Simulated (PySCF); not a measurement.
Compound: C₂H₇NOSi.
SMILES with atom numbers: `[CH3:1]/[CH:2]=[N:3]\[SiH2:4][OH:5]` (hydrogens: H6, H7, H8 on C1; H9 on C2; H10, H11 on Si4; H12 on O5)

Geometry (PBE0-D3(BJ)/def2-SVP, Å), atoms numbered from 1 in this order:
```xyz
12
C2H7NOSi angstrom
C     -1.8645   -0.4852   -0.2371
C     -1.0403    0.6574    0.2732
N      0.2172    0.7560    0.3080
Si     1.5467   -0.2694   -0.1392
O      2.6850   -0.1683    1.0657
H     -2.5738   -0.8161    0.5392
H     -1.2464   -1.3374   -0.5517
H     -2.4753   -0.1485   -1.0915
H     -1.6423    1.5103    0.6544
H      1.2643   -1.7304   -0.2703
H      2.0382    0.2668   -1.4444
H      2.8025    0.7171    1.4249
```

Method used: TDDFT CAM-B3LYP/def2-SVPD, vertical, gas phase, core orbitals frozen in the response in PySCF 2.14.0, density-fitted response routines.

Transition dipole moments from the ground state, in atomic units and in the frame of the coordinates above (overall signs are arbitrary), for the states with f of 0.002 or more among the lowest 8:

```
state  E (hartree)      μx      μy      μz
   S2       0.2467  -0.386  -0.112  -0.108
   S3       0.2527   0.472  -0.066   0.063
   S4       0.2658   0.677  -0.040  -0.036
   S5       0.2807   0.042  -0.062  -0.089
   S6       0.2846   0.269   0.301   0.052
   S7       0.2890  -1.496   0.398   0.203
   S8       0.2944  -0.172   0.297   0.308
```

Q: What oscillator strength does each state have?

A: f = (2/3) ΔE |μ|² with ΔE in hartree (27.2114 eV).

| state | \|μ\|² (au) | \|μ\| (D) | f |
| --- | --- | --- | --- |
| S2 | 0.173 | 1.06 | 0.028 |
| S3 | 0.231 | 1.22 | 0.039 |
| S4 | 0.462 | 1.73 | 0.082 |
| S5 | 0.013 | 0.30 | 0.003 |
| S6 | 0.166 | 1.04 | 0.031 |
| S7 | 2.437 | 3.97 | 0.469 |
| S8 | 0.213 | 1.17 | 0.042 |

Q: What angle do the transition dipoles of S7 and S8 make?

A: |cos θ| = |μa·μb| / (|μa| |μb|) = 0.61, so θ ≈ 53° (taken between 0 and 90°, since the signs are arbitrary).

Q: How is the summed strength of these states shared among x, y and z?

A: (2/3) Σ ΔE μα² gives 0.594 for x, 0.069 for y and 0.031 for z, 0.694 in all.

Q: What peak molar absorption coefficient would the strongest computed level give as a lone Gaussian band 0.5 eV wide at half height?

A: ε(max) = 2.175×10⁸ f / FWHM, with the width in cm⁻¹. S7: 2.175×10⁸ × 0.4695 / 4033 ≈ 25000 L mol⁻¹ cm⁻¹.

All these states lie below the vertical ionisation energy of 9.17 eV (ΔSCF).

Time: 36 s of wall time. Hardware: an Arm Neoverse V1 with one thread, on a shared host.

One conformer stands for the species.
